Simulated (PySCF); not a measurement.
**AlOF + HBr → AlOBr + HF**

Level: PBE0 in the def2-TZVP basis family, all electrons, no relativity, computed in PySCF with density fitting; open shells unrestricted.

```csv
species,state and structure,E (Eh),ZPE (kJ/mol),H(298 K) − H(0) (kJ/mol),S° (J/(mol K))
AlOF,"singlet, C∞v, Al–F 1.631 Å, Al–O 1.593 Å; F–Al–O 180.0°",-417.34095,14.1,11.8,245.3
HBr,"singlet, C∞v, H–Br 1.421 Å",-2574.45811,16.0,8.7,198.5
AlOBr,"singlet, C∞v, Al–Br 2.213 Å, Al–O 1.593 Å; Br–Al–O 180.0°",-2891.40550,11.0,12.8,268.8
HF,"singlet, C∞v, H–F 0.920 Å",-100.39188,24.9,8.7,173.6
```

What is the electronic reaction energy?

At PBE0/def2-TZVP, ΔE = 4.4 kJ/mol from the differences of the total energies times 2625.5, uphill. 

Add zero-point, thermal and entropy terms for 298.15 K and 1 bar.

ΔZPE = 5.8 and Δ[H(298) − H(0)] = 1.0 kJ/mol give ΔH° = 11.2 kJ/mol. ΔS° = -1.4 J/(mol K), so ΔG° = 11.2 − 298.15 × (-0.0014) = 12 kJ/mol and log₁₀K = -2.0.

Only the bonding shown was studied: isomers, or loss of a ligand pair, can lie lower.
